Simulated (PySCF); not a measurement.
C2H3BBrF. Atoms are numbered in the order given.

```xyz
8

B      0.7026     0.5350     0.0000
F      2.0157     0.4052     0.0000
Br    -0.3265    -1.0901     0.0000
C      0.0543     1.9372     0.0000
C     -1.2687     2.1540     0.0000
H      0.7305     2.8014     0.0000
H     -1.6939     3.1628     0.0000
H     -1.9779     1.3191     0.0000
```
Charge 0, spin multiplicity 1.

Coordinates come from a PBE0-D3(BJ)/def2-SVP optimisation. The structure was generated by enumeration, and PubChem lists no compound with its InChIKey, so it may never have been made. The values are those of a single conformer.

Calculation: PBE/pcSseg-1 run with PySCF.

GIAO shieldings, no solvent; atoms listed in one row are averaged. δ = σ(ref) − σ: ¹¹B against BF3 (σ = 83.9 ppm); ¹⁹F against CFCl3 (σ = 133.6 ppm); ¹³C against TMS (σ = 182.0 ppm); ¹H against TMS (σ = 31.49 ppm), references at their B3LYP-D3(BJ)/def2-TZVP geometries, non-relativistic (without spin–orbit terms, shifts of atoms bonded to Cl or Br come out too high).

Computed chemical shifts:
```tsv
nucleus	atoms	count	δ (ppm)
¹¹B	B1	1	33.1
¹⁹F	F2	1	-24.8
¹³C	C5	1	160.8
¹³C	C4	1	140.8
¹H	H8	1	7.36
¹H	H7	1	7.15
¹H	H6	1	6.61
```
